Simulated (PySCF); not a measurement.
C6H7OP.
Structure used (GFN2-xTB), in Å, numbered top down from 1:
```xyz
15
C6H7OP angstrom
C      3.2848   -0.1278   -0.4922
C      2.0710   -0.6731   -0.4661
C      0.8542    0.0719   -0.2960
O     -0.2933   -0.6418   -0.2793
C     -1.3690    0.1365   -0.1100
C     -2.6955   -0.5426   -0.0905
C     -1.0937    1.4634    0.0075
P      0.6369    1.7781   -0.1002
H      3.4158    0.9364   -0.3833
H      4.1703   -0.7238   -0.6205
H      1.9380   -1.7421   -0.5742
H     -3.4173    0.0610    0.4520
H     -2.6050   -1.5175    0.3833
H     -3.0589   -0.6908   -1.1078
H     -1.8427    2.2202    0.1495
```

NICS = −σ at a ghost point: NICS(0) at the centroid of the ring atoms, NICS(1) 1 Å to either side along the normal of their mean plane, zz for the tensor component along that normal. Level: GIAO PBE0/pcSseg-1 (PySCF, non-relativistic, gas phase) on the GFN2-xTB geometry, one conformer.

Ring bond lengths (Å), with Mayer bond orders in brackets: C3–O4 1.351 (1.02), O4–C5 1.338 (1.07), C5–C7 1.360 (1.54), C7–P8 1.762 (1.16), P8–C3 1.731 (1.44).

Task: Give the NICS values of each ring in ppm.

Result: 
| ring | type | NICS(0) | NICS(1), two faces | NICS(1)zz, two faces | rms pucker (Å) | centre to ring atoms, mean (Å) |
| --- | --- | --- | --- | --- | --- | --- |
| C3–O4–C5–C7–P8 | 5-membered ring with O and P; formal bonds all aromatic | -10.1 | -9.9 / -10.0 | -22.2 / -22.6 | 0.00 | 1.28 |

Task: What do they say, and how far can they be read as aromaticity?

Result: 
- C3–O4–C5–C7–P8: mean NICS(1)zz -22.4 ppm, shielded.

Task: And the bond-length index? HOMA takes Krygowski's 1993 parameters.

Result: 
- C3–O4–C5–C7–P8: HOMA 0.43; the largest term is that of C3–O4, α(R − Ropt)² = 1.17.
